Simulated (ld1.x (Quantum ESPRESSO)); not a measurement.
What one change does to a pseudopotential (Ga, PAW)

- Element: Ga
- Generator: ld1.x (Quantum ESPRESSO) 7.5
- Type: PAW
- Functional: PBEsol
- Relativity: scalar-relativistic
- Frozen core: [Ar]
- Valence charge: 13
- Reference configuration: 3d10 4s1.5 4p1.5
- Partial waves: 4s (bound): rcut 1.40, rcutus 1.65 bohr; 4s channel at -0.4 Ry: rcut 1.40, rcutus 1.65 bohr; 4p (bound): rcut 1.55, rcutus 1.95 bohr; 4p channel at 0.25 Ry: rcut 1.55, rcutus 1.95 bohr; 3d (bound): rcut 1.10, rcutus 1.25 bohr; 3d channel at -1.05 Ry: rcut 1.10, rcutus 1.25 bohr
- Local potential: all-electron potential smoothed inside 1.25 bohr (lloc = -2)
- Core correction: Bessel-smoothed model core inside 0.85 bohr
- Augmentation charge: PSQ, radius 0.85 bohr

All-electron outer shells of the reference configuration (PBEsol, scalar-relativistic, ld1.x):

| shell | level (eV) | outermost node (bohr) | outermost maximum (bohr) |
| --- | --- | --- | --- |
| 3s | -148.78 | 0.27 | 0.56 |
| 3p | -99.68 | 0.24 | 0.56 |
| 3d | -20.13 | – | 0.53 |
| 4s | -9.53 | 0.81 | 1.87 |
| 4p | -2.98 | 0.87 | 2.50 |

Change: waves 4s (bound): rcut 1.40, rcutus 1.88 bohr; 4s channel at -0.4 Ry: rcut 1.40, rcutus 1.88 bohr.

Cutoffs: the cutoffs (Ry, on a coarse ladder) from which the occupation-weighted sum of valence levels, in a spherical-Bessel basis at the reference potential, stays within 10 and 1 mRy of its value at 400 Ry; they do not see the model core or the augmentation charge, which bear on the density cutoff. Errors are all-electron minus pseudo energies relative to the spin-unpolarised reference configuration.

**Question.** How do hardness, ghosts and transferability respond?

**Answer.** The potential gets neither clearly harder nor softer (90 Ry and 160 Ry → 90 Ry and 160 Ry); the d channel sets the loose cutoff, while the largest relative change is in s, which becomes softer; the errors of the 7 common tests hardly move; the range in which the s phases agree widens (upper end 0.5 → 4.4); neither file shows a bound ghost.

| quantity | base | changed |
| --- | --- | --- |
| cutoff, loose | 90 Ry | 90 Ry |
| cutoff, tight | 160 Ry | 160 Ry |
| loose cutoff by channel (10 mRy a level) | s 10 Ry, p 6 Ry, d 60 Ry | s 6 Ry, p 6 Ry, d 60 Ry |
| bound ghosts | none | none |
| error for 3d10 4s2 4p1, meV [ΔE -3.24 eV] | +0.2 | +0.2 |
| error for 3d10 4s2 4p0, meV [ΔE 2.44 eV] | -0.4 | -0.4 |
| error for 3d10 4s1 4p0, meV [ΔE 23.58 eV] | -3.5 | -3.7 |
| error for 3d10 4s0 4p3, meV [ΔE 10.15 eV] | -1.8 | -1.8 |
| error for 3d9 4s2 4p1, meV [ΔE 24.47 eV] | -199 | -185 |
| error for 3d9 4s0 4p0, meV [ΔE 118.54 eV] | -350 | -350 |
| error for 3d9 4s2 4p2, meV [ΔE 17.08 eV] | -193 | -182 |
| s: phases at 2.14 bohr within 0.05 rad from the reference energy up to (Ry; the scan ends near 5) | 0.5 | 4.4 |
| p: phases at 2.14 bohr within 0.05 rad from the reference energy up to (Ry; the scan ends near 5) | to the end of the scan | to the end of the scan |
| d: phases at 2.14 bohr within 0.05 rad from the reference energy up to (Ry; the scan ends near 5) | to the end of the scan | to the end of the scan |
| lowest overlap eigenvalue by channel | s 0.52, p 0.62, d 1.00 | s 0.39, p 0.62, d 1.00 |
